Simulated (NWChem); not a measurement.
A series in which one site is exchanged, each optimised at PBE0/def2-SVP with NWChem, gas phase unless a solvent is named. All stand in one matching conformer (torsions within 35°), which need not be the lowest. This build's default masses of Se (78.918 u) and Br (79.917 u) are each other's, which moves their modes by up to 0.6 %. For some, no frequency run checked for a minimum. def2 effective core potentials on I; no spin-orbit coupling.

A: O[Si](F)(F)I (SiHOIF$_{2}$; site = I)
B: F[Si](F)(O)Br (SiHOBrF$_{2}$; site = Br)
C: F[Si](F)(O)F (SiHOF₃; site = F)
D: F[SiH](O)F (SiH2OF2; site = H)

Task: Rank them by vertical ionisation energy, ΔSCF, B3LYP/def2-SVP (eV), lowest first.

Result: A (10.66), B (11.64), D (12.90), C (13.40)
